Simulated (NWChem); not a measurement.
# C$_{6}$H$_{6}$N, doublet; SMILES Nc1cc[c]cc1

```xyz
13

N     -0.0617    -2.2678     0.0000
C     -0.0058    -0.8778     0.0000
C     -0.0038    -0.1559     1.2204
C     -0.0045     1.2524     1.2262
C     -0.0070     1.8960     0.0000
C     -0.0045     1.2524    -1.2262
C     -0.0038    -0.1559    -1.2204
H      0.2633    -2.7301     0.8496
H      0.2633    -2.7301    -0.8496
H     -0.0054    -0.7064     2.1757
H     -0.0013     1.7995     2.1827
H     -0.0013     1.7995    -2.1827
H     -0.0054    -0.7064    -2.1757
```
Atoms are numbered in this order, from 1.

Program: NWChem. Spin-unrestricted. In the optimisation the excess spin sits in a' (Cs, its own frame). Coordinates come from a PBE-D3(BJ)/def2-SVP, spin-unrestricted optimisation. Not confirmed as a minimum by frequencies. No stability test was run on the SCF state. Vzz is the largest principal value of the second derivative of the potential at the nucleus (NWChem prints the opposite sign); η is the asymmetry. Non-relativistic.

| level | Vzz N1 (a.u.) | η N1 |
|---|---|---|
| B3LYP/def2-SVP | (withheld) | 0.07 |
| B3LYP/def2-TZVP | -1.073 | 0.08 |
| CAM-B3LYP/def2-SVP | -1.113 | 0.07 |

Problem. Complete the blanks.

Solution. 
- B3LYP/def2-SVP, Vzz N1 (a.u.): -1.094
